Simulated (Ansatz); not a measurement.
A structure relaxed at PBE0-D4/def2-TZVP, charge 0, multiplicity 1:

| atom | x (Å) | y (Å) | z (Å) |
| --- | --- | --- | --- |
| C1 | 1.3581 | 1.4172 | 0.1631 |
| Si2 | 0.5214 | 0.0349 | 1.0874 |
| S3 | 0.3722 | -1.7370 | -0.1313 |
| Si4 | -1.4654 | -1.2847 | -1.0637 |
| F5 | -2.7067 | -1.6580 | -0.1303 |
| H6 | 1.4541 | 2.2985 | 0.8033 |
| H7 | 2.3559 | 1.1142 | -0.1607 |
| H8 | 0.7803 | 1.6959 | -0.7207 |
| H9 | 1.3105 | -0.3705 | 2.2772 |
| H10 | -0.8455 | 0.4322 | 1.5141 |
| H11 | -1.5620 | -2.1081 | -2.2880 |
| H12 | -1.5730 | 0.1653 | -1.3505 |

Problem. Give its formula and SMILES.

Solution. CH7FSSi2, `C[SiH2]S[SiH2]F`.

Problem. Summarise the bond lengths by kind.

Solution. 1 × C–Si 1.862 Å; 3 × C–H 1.092 to 1.093 Å; 2 × S–Si 2.110 to 2.156 Å; 4 × H–Si 1.479 to 1.486 Å; 1 × F–Si 1.597 Å.

Computed with Ansatz.
